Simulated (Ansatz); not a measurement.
System: C$_{3}$HO (charge -1, singlet). It need not be the lowest isomer of its formula. Whether it binds its extra electron was not tested at this geometry. 
Structure (B3LYP-D3(BJ)/def2-TZVP (Ansatz, a quantum-chemistry and plane-wave program) minimum search):
SMILES: O=C=C=[CH-]
```xyz
5

C     -1.9816     0.0535    -0.0496
C     -0.6466    -0.1077    -0.0209
C      0.6106     0.0812     0.0189
O      1.8224     0.0983     0.0511
H     -2.4731    -0.9482    -0.1000
```
Charge -1, spin multiplicity 1.

Basis-set convergence of Hartree-Fock and MP2 correlation energies (hartree) with Ansatz. Valence correlation only, unless marked. No spin-orbit coupling. No relativistic terms. This anion needs diffuse functions, which these sets lack.

The Hartree-Fock reference is unstable (checked in the largest basis), which strains HF and MP2. 

```
basis    functions       E(HF)  E(corr, MP2)
-------  ---------  ----------  ------------
cc-pVDZ          -  -188.92436      -0.55359
cc-pVTZ        134         ___           ___
```

Question: Complete the blanks.

Answer: 
- cc-pVTZ, E(HF): -188.98119
- cc-pVTZ, E(corr, MP2): -0.68710
